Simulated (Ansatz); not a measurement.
Start from `[CH3][GaH][F]` and change one element to get `[CH3][GaH][Cl]`.

Ansatz, PBE0-D4/def2-TZVP geometries, multiplicity 1. 

Scalar relativity is left out up to krypton.

```
                             property  `[CH3][GaH][F]`
  HOMO–LUMO gap (PBE/def2-TZVPP) / eV             5.17
   LUMO energy (PBE0/def2-TZVPP) / eV            -1.11
   HOMO energy (PBE0/def2-TZVPP) / eV            -8.44
HOMO–LUMO gap (B3LYP/def2-TZVPP) / eV             6.80
 HOMO–LUMO gap (PBE0/def2-TZVPP) / eV             7.32
    LUMO energy (PBE/def2-TZVPP) / eV            -1.91
```

Problem. Give the same properties after the change, and the shifts. (Estimate.)

Solution. Ansatz gave: 
```csv
property,`[CH3][GaH][Cl]`,shift
HOMO–LUMO gap (PBE/def2-TZVPP) / eV,4.69,-0.48
LUMO energy (PBE0/def2-TZVPP) / eV,-1.34,-0.23
HOMO energy (PBE0/def2-TZVPP) / eV,-8.12,0.32
HOMO–LUMO gap (B3LYP/def2-TZVPP) / eV,6.26,-0.54
HOMO–LUMO gap (PBE0/def2-TZVPP) / eV,6.78,-0.54
LUMO energy (PBE/def2-TZVPP) / eV,-2.14,-0.23
```

With PBE0 the HOMO rises by 0.32 eV and the LUMO falls by 0.23 eV, so the gap narrows by about 0.55 eV. PBE moves the HOMO by 0.26 eV and ωB97M-V by 0.34 eV.

B3LYP here is the variant with VWN-RPA as its local correlation; programs differ in this.
